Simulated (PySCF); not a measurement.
Polarisability and C₆ of S⁴⁺ (sulfur, charge +4)

[Ne] 3s2, closed-shell 1S. Calculation: PySCF 2.14, in an even-tempered Gaussian basis (18 s from 0.13 bohr⁻², ratio 2.5; 12 p from 0.17 bohr⁻², ratio 2.5; 5 d from 0.94 bohr⁻², ratio 2.7; 5 f from 1.4 bohr⁻², ratio 2.7); the non-relativistic Hamiltonian (point nucleus). Coupled (time-dependent) response in atomic units; α is the mean over directions.

```tsv
method	mean α (bohr³)	C₆ (like pair)	S(−4)
UHF	4.523	9.121	13.81
PBE0	4.332	8.509	12.87
```

S(−4) is the Cauchy moment in α(ω) = α(0) + S(−4) ω² + …

α(iu) at UHF:

```tsv
u (hartree)	α(iu) (bohr³)
0	4.523
0.0600	4.474
0.120	4.333
0.240	3.850
0.360	3.252
0.480	2.679
0.600	2.193
0.900	1.369
1.20	0.9206
1.80	0.5067
3.00	0.2429
```

For an ion, C₆ is the dispersion term alone; charge-induced terms of lower order in 1/R come first.
